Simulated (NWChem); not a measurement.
Species: CH4FInO; SMILES C[O][InH][F]

```xyz
8

In    -0.2895    -0.5068     0.0000
H     -1.4249    -1.7613     0.0000
F      1.6540    -0.7993     0.0000
O     -0.5715     1.4544     0.0000
C      0.4903     2.3691     0.0000
H      1.4870     1.8910     0.0000
H      0.4335     3.0229    -0.8902
H      0.4335     3.0229     0.8902
```
Atoms are numbered in this order, from 1.

All runs: NWChem. Geometry: optimised at PBE0/def2-SVP. def2 effective core potentials on In; no spin-orbit coupling. Total energies compare along this basis series because the functional is fixed.

```json
[
 {"level": "Hartree-Fock/def2-SVP", "basis functions": "88", "energy (Ha)": "-403.5422", "highest occupied level (eV)": "-11.42", "orbital gap (eV)": "12.53", "dipole (D)": "2.25", "relative time": "1"},
 {"level": "Hartree-Fock/def2-SVPD", "basis functions": "130", "energy (Ha)": "-403.5646", "highest occupied level (eV)": "-11.55", "orbital gap (eV)": "12.43", "dipole (D)": "2.40", "relative time": "3"},
 {"level": "Hartree-Fock/def2-TZVP", "basis functions": "167", "energy (Ha)": "-403.8182", "highest occupied level (eV)": "-11.49", "orbital gap (eV)": "12.27", "dipole (D)": "2.30", "relative time": "6"},
 {"level": "Hartree-Fock/def2-TZVPP", "basis functions": "199", "energy (Ha)": "-403.8194", "highest occupied level (eV)": "-11.49", "orbital gap (eV)": "12.26", "dipole (D)": "2.30", "relative time": "4"}
]
```

The last column is a rough cost ratio, cheapest run = 1.
